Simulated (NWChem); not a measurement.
Molecule: C2H2BrCl; SMILES Cl/C=C\Br

```xyz
6

Cl     0.5602    -2.0950     0.0000
C     -0.9744    -1.3106     0.0000
C     -1.1651     0.0214     0.0000
Br     0.2104     1.3014     0.0000
H     -1.8381    -1.9936     0.0000
H     -2.1816     0.4405     0.0000
```
Atoms are numbered in this order, from 1.

Level: PBE-D3(BJ)/def2-SVP (NWChem), optimised geometry, unscaled harmonic frequencies. This build's default masses of Se (78.918 u) and Br (79.917 u) are each other's, which moves their modes by up to 0.6 %.

| frequency (cm⁻¹) | IR intensity (km/mol) |
|---|---|
| 133 | 0.1 |
| 390 | 0.9 |
| 508 | 4.7 |
| 649 | 11.7 |
| 666 | 57.9 |
| 810 | 73.4 |
| 846 | 0.0 |
| 1138 | 1.8 |
| 1237 | 25.6 |
| 1603 | 38.7 |
| 3130 | 11.3 |
| 3157 | 2.4 |

- zero-point energy = 20.4 kcal/mol
- thermal correction to the enthalpy at 298.15 K (with zero-point energy) = 23.8 kcal/mol
- heat capacity Cv = 14.1 cal/(mol K)
- entropy at 298.15 K and 1 atm (symmetry number 1) = 73.5 cal/(mol K)
- dipole moment = 1.49 D

Rigid rotor and harmonic oscillator.
